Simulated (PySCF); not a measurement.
Input of a run (PBE0-D3(BJ)/def2-SVP geometry optimisation, gas phase, def2 core potentials past Kr (PySCF 2.14.0)), started from GFN2-xTB:
```
{"job": {"xc": "PBE0", "basis": "def2-SVP", "d3": "d3bj", "grid": 1, "maxiter": 30, "shake": 0.01, "kind": "geom"}, "charge": 0, "multiplicity": 1}
Al    -1.707790    -0.118560     0.050250
Bi     1.007530     0.177300    -0.011480
H     -1.873080     0.459090    -1.425920
H     -1.822230     0.873610     1.273480
H     -1.621610    -1.648250     0.270050
H      2.061500    -0.237510     1.335410
H      1.858100    -0.979590    -1.035480
H      2.152730     1.454760    -0.508780
```

Output (energies in Eh, forces in Eh/bohr):
```
step   0  E = -460.39071259  max force = 0.022554
step   1  E = -460.39607494  max force = 0.009492
step   2  E = -460.39669514  max force = 0.003211
step   3  E = -460.39688507  max force = 0.001107
step   4  E = -460.39691916  max force = 0.000558
step   5  E = -460.39694307  max force = 0.000951
step   6  E = -460.39696727  max force = 0.000795
step   7  E = -460.39699056  max force = 0.000875
step   8  E = -460.39701535  max force = 0.000557
step   9  E = -460.39702670  max force = 0.000393
optimisation converged
```

Task: Summarise the run.

Result: The energy falls by 0.172 eV over 10 energy and gradient evaluations, the largest force component goes from 0.0226 to 3.9e-04 Eh/bohr, and the atoms move by 0.173 Å rms after alignment. The bond that changes most is Al1–Bi2 (ends: aluminium bonded to Bi and 3 H; bismuth bonded to Al and 3 H), which lengthens by 0.230 Å. Bonds longer at the end by more than 0.005 Å: 5 of 7; shorter: 1. Among the angles that change most is Al1–Bi2–H8, from 136.1° to 122.3°. The energy never rose by more than 1e-6 Eh on the way. The first step brought 85 % of the lowering.

Task: What are the final bond lengths?

Result: Al1–Bi2 2.962 Å, Al1–H3 1.597 Å, Al1–H4 1.596 Å, Al1–H5 1.596 Å, Bi2–H6 1.778 Å, Bi2–H7 1.778 Å, Bi2–H8 1.778 Å. Numbering counts from 1 in the input's order; the species is `[AlH3-][BiH3+]`.

The run used 74 basis functions and 55 SCF cycles in all. Time: 22 s of wall time; peak memory 0.33 GiB. Hardware: Intel Xeon Platinum 8488C, one thread, on a shared host.

No frequency check.
